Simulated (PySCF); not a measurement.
From computed data to an observable: oscillator strength and radiative lifetime

2-(furan-2-yl)-1,3-thiazole (C7H5NOS), SMILES c1coc(-c2nccs2)c1.

Coordinates come from a B3LYP-D3(BJ)/def2-SVP optimisation. One conformer was computed; it need not be the lowest.

TDA-PBE/def2-SVPD run with PySCF puts the first singlet state with f over 0.02 at 4.22 eV (vertical), with the transition dipole (-0.178, -2.473, 0.000) in atomic units.

Problem. Find the oscillator strength, the wavelength and the radiative lifetime that this transition would have in vacuum if emission retraced absorption.

Solution. 
|μ|² = 6.1474 au, so |μ| = 6.30 D. ΔE = 4.22/27.211 = 0.1551 hartree. f = (2/3) ΔE |μ|² = 0.636 (the program prints 0.636).
λ = 1239.84/4.22 = 294 nm; ν = 34037 cm⁻¹.
Einstein's coefficient A = 0.6670 ν² f s⁻¹ (ν in cm⁻¹) = 4.9e8 s⁻¹, so τ = 1/A = 2.0 ns. This state is S1. The figure is the radiative limit of this one transition; relaxation, internal conversion, crossing to triplets and a medium change what is measured.
